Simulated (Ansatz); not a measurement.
Program: Ansatz. Geometries: PBE0-D4/def2-TZVP. ΔE: electronic, gas phase. CCSD(T)/CBS is the MP2 limit (def2-TZVPP, def2-QZVPP) plus CCSD(T) − MP2 in def2-TZVPP, frozen cores. DFT in def2-TZVPP. B3LYP here is the variant with VWN-RPA as its local correlation; programs differ in this. HSE06 is defined as in plane-wave codes. One conformer a species, not always the lowest.

Consider the isomerisation: `FC(F)O[C@@H](F)[C@H](F)C(F)F` → `FCC(F)(F)OCC(F)(F)F`.

Task: Is it downhill or uphill in electronic energy at CCSD(T)/CBS, and by how much? (Best estimate.)

Result: Ansatz gave: Downhill: ΔE = -37.1 kJ/mol.

Task: What do these levels give: revPBE-D4, B3LYP-D4, HSE06-D4, BHLYP-D4, CAM-B3LYP-D4, B2PLYP, PBE, MP2/def2-SVP, HF/def2-TZVPP, HF/def2-QZVPP, SCS-MP2/def2-QZVPP, CCSD/CBS(def2)? (An estimate is asked.)

Result: The calculation gave: revPBE-D4 -33.3, B3LYP-D4 -33.9, HSE06-D4 -38.0, BHLYP-D4 -37.6, CAM-B3LYP-D4 -36.8, B2PLYP -35.8, PBE -35.0, MP2/def2-SVP -48.1, HF/def2-TZVPP -41.9, HF/def2-QZVPP -42.6, SCS-MP2/def2-QZVPP -35.7, CCSD/CBS(def2) -37.6 kJ/mol.

Largest T1 diagnostic among the species: 0.012.

From BLYP to BHLYP (50 % exact exchange), in def2-TZVPP and without D4, ΔE moves by −7.1 kJ/mol. At CCSD(T), def2-SVP lies −9.5 kJ/mol from the extrapolated value and def2-TZVPP +0.9 kJ/mol. Leaving LDA and LC-ωPBE aside and taking each functional with its dispersion term where it has one, the values, not all of them listed here, spread over 12.5 kJ/mol, from r2SCAN0-D4 to BLYP-D4. LDA lies −6.1 kJ/mol from PBE without D4.
